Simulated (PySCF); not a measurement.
Species: C₂H₉BFNO.
Geometry (PBE0-D3(BJ)/def2-SVP, Å), atoms numbered from 1 in this order:
```
atom  x, y, z in Å
B1    -2.3005   -0.4561    0.1352
N2    -0.9812   -0.2412   -0.8038
C3     0.2221    0.0704   -0.0611
O4     1.2827    0.1530   -0.9740
C5     2.5016    0.4386   -0.4137
F6     2.5310    1.7158    0.0637
H7    -3.2097   -0.7120   -0.6419
H8    -2.4571    0.6017    0.7327
H9    -2.0213   -1.3926    0.8755
H10   -1.1624    0.5057   -1.4778
H11   -0.8258   -1.0889   -1.3539
H12    0.0628    1.0212    0.4701
H13    0.3847   -0.7294    0.6824
H14    2.7288   -0.2378    0.4338
H15    3.2531    0.3358   -1.2107
```

Theory: PySCF 2.14.0, PBE0-D3(BJ)/def2-SVP geometry optimisation, gas phase.

Masses are those of the commonest isotopes; rigid-rotor values at the optimised geometry. The values belong to one conformer with, in the numbering `[BH3-:1][NH2+:2][CH2:3][O:4][CH2:5][F:6]`, B1–N2–C3–O4 177°, N2–C3–O4–C5 180°, C3–O4–C5–F6 -69°.

Question: What are A, B and C (MHz)?

Answer: Ia = 46.65, Ib = 347.04, Ic = 367.77 u·Å²; 505379 MHz·u·Å²/I gives A = 10834, B = 1456, C = 1374 MHz.

Question: What kind of rotor is it?

Answer: A near-prolate asymmetric top. Ray's parameter κ = (2B − A − C)/(A − C) = -0.983; −1 is the prolate and +1 the oblate limit.

Question: What does the inertial defect say?

Answer: Not planar: Δ = Ic − Ia − Ib = -25.92 u·Å². For a rigid frame Δ = −2 Σ m c², so Σ m c² = 12.96 u·Å² lies off the ab plane: 7.87 from hydrogen and 5.09 from heavier atoms. The atom farthest from that plane is 1.43 Å away.

Question: Predict some low-J microwave lines.

Answer: The dipole components are |μa| = 4.10 D, |μb| = 3.11 D, |μc| = 0.10 D. The squared components, which scale the intensities, stand as 1.00 : 0.58 : 0.00 (a : b : c). Some lines, for components of 0.1 D or more:

```json
{"type": "a", "branch": "R", "J(Ka,Kc)": "3(0,3) ← 2(0,2)", "MHz": "8489", "lower level (cm⁻¹)": "0.283"}
{"type": "b", "branch": "Q", "J(Ka,Kc)": "4(1,3) ← 4(0,4)", "MHz": "9836", "lower level (cm⁻¹)": "0.944"}
{"type": "a", "branch": "R", "J(Ka,Kc)": "4(3,1) ← 3(3,0)", "MHz": "11323", "lower level (cm⁻¹)": "3.394"}
{"type": "b", "branch": "R", "J(Ka,Kc)": "2(1,2) ← 1(0,1)", "MHz": "14956", "lower level (cm⁻¹)": "0.094"}
{"type": "c", "branch": "Q", "J(Ka,Kc)": "3(2,2) ← 3(1,2)", "MHz": "28010", "lower level (cm⁻¹)": "0.889"}
{"type": "c", "branch": "R", "J(Ka,Kc)": "3(2,1) ← 2(1,1)", "MHz": "36627", "lower level (cm⁻¹)": "0.602"}
{"type": "b", "branch": "R", "J(Ka,Kc)": "3(2,1) ← 2(1,2)", "MHz": "36873", "lower level (cm⁻¹)": "0.593"}
{"type": "b", "branch": "R", "J(Ka,Kc)": "5(2,4) ← 4(1,3)", "MHz": "41998", "lower level (cm⁻¹)": "1.272"}
{"type": "b", "branch": "R", "J(Ka,Kc)": "5(2,3) ← 4(1,4)", "MHz": "42837", "lower level (cm⁻¹)": "1.245"}
{"type": "b", "branch": "Q", "J(Ka,Kc)": "5(3,2) ← 5(2,3)", "MHz": "47080", "lower level (cm⁻¹)": "2.673"}
{"type": "b", "branch": "R", "J(Ka,Kc)": "4(3,2) ← 3(2,1)", "MHz": "58414", "lower level (cm⁻¹)": "1.823"}
{"type": "c", "branch": "R", "J(Ka,Kc)": "4(3,1) ← 3(2,1)", "MHz": "58414", "lower level (cm⁻¹)": "1.823"}
{"type": "c", "branch": "R", "J(Ka,Kc)": "4(3,2) ← 3(2,2)", "MHz": "58417", "lower level (cm⁻¹)": "1.823"}
{"type": "c", "branch": "R", "J(Ka,Kc)": "5(3,2) ← 4(2,2)", "MHz": "61241", "lower level (cm⁻¹)": "2.201"}
{"type": "b", "branch": "R", "J(Ka,Kc)": "5(3,2) ← 4(2,3)", "MHz": "61250", "lower level (cm⁻¹)": "2.201"}
{"type": "c", "branch": "Q", "J(Ka,Kc)": "4(4,1) ← 4(3,1)", "MHz": "65930", "lower level (cm⁻¹)": "3.772"}
{"type": "b", "branch": "R", "J(Ka,Kc)": "4(4,0) ← 3(3,1)", "MHz": "77253", "lower level (cm⁻¹)": "3.394"}
```

No frequency check. Zero-point vibration and centrifugal distortion are left out. A rigid rotor knows nothing of internal rotation, which can split or shift real lines. Quadrupole hyperfine structure (11B, 14N) is left out.
